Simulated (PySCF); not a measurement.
Compound: C₆H₁₃N.
Numbering: `[CH3:1][NH:2][CH2:3][C@@H:4]1[CH2:5][C@H:6]1[CH3:7]` (hydrogens: H8, H9, H10 on C1; H11 on N2; H12, H13 on C3; H14 on C4; H15, H16 on C5; H17 on C6; H18, H19, H20 on C7)

Structure used (GFN2-xTB), in Å, numbered top down from 1:
```xyz
20
C6H13N angstrom
C     -3.0757    0.2790    0.1014
N     -1.6626    0.3943   -0.1831
C     -0.8914   -0.7407    0.2940
C      0.5602   -0.5823   -0.0844
C      1.6389   -1.1124    0.8153
C      1.4301    0.3668    0.6869
C      2.4483    1.2183   -0.0265
H     -3.5934    1.1433   -0.3104
H     -3.5349   -0.6357   -0.3067
H     -3.2123    0.2742    1.1835
H     -1.5194    0.4996   -1.1836
H     -1.2770   -1.7025   -0.0979
H     -0.9900   -0.7664    1.3839
H      0.7398   -0.6498   -1.1518
H      1.3444   -1.5995    1.7325
H      2.5148   -1.5457    0.3563
H      0.9584    0.8638    1.5253
H      1.9833    2.1271   -0.4051
H      2.8828    0.6767   -0.8639
H      3.2507    1.5024    0.6530
```

Vertical excitations from PySCF (density fitting, frozen core in the response, grid level 2 and gas phase unless stated; continuum runs use non-equilibrium linear response for the excitations) on a GFN2-xTB geometry. Reference run:

```
                              settings    S1, eV (f)    S2, eV (f)    S3, eV (f)    S4, eV (f)    S5, eV (f)    S6, eV (f)  T1, eV (Tamm–Dancoff)  mean α (au)
PBE0/def2-SVPD, full TDDFT, 6 singlets  5.92 (0.005)  6.46 (0.010)  6.72 (0.004)  6.91 (0.051)  7.17 (0.015)  7.57 (0.005)                   5.69         81.1
```

What do these settings give: PW91/6-31G*, IEF-PCM water, energy threshold 1e-08 Eh, start guess sap, full TDDFT, 1 singlet?

| settings | S1, eV (f) | S2, eV (f) | S3, eV (f) | S4, eV (f) | S5, eV (f) | S6, eV (f) | T1, eV (Tamm–Dancoff) | mean α (au) |
| --- | --- | --- | --- | --- | --- | --- | --- | --- |
| PW91/6-31G*, IEF-PCM water, energy threshold 1e-08 Eh, start guess sap, full TDDFT, 1 singlet | 6.68 (0.020) | – | – | – | – | – | – | 91.5 |

S1 moves by +0.76 eV; functional, basis and environment change together, so the shift can't be laid on one. States are counted by energy in each run and needn't keep their character from row to row.

All basis functions are spherical, in the Pople sets too.

Give the leading configurations of S1 (H = HOMO, L = LUMO) and the HOMO–LUMO gap of each run.

| settings | S1 configurations (weight) | S1 (eV) | orbital gap (eV) | S1 − gap (eV) |
| --- | --- | --- | --- | --- |
| PBE0/def2-SVPD, full TDDFT, 6 singlets | H→L 0.91 | 5.92 | 7.25 | -1.33 |
| PW91/6-31G*, IEF-PCM water, energy threshold 1e-08 Eh, start guess sap, full TDDFT, 1 singlet | H→L 0.99 | 6.68 | 6.57 | +0.11 |

One conformer (not necessarily the lowest) at the GFN2-xTB geometry, without vibrations or thermal averaging.
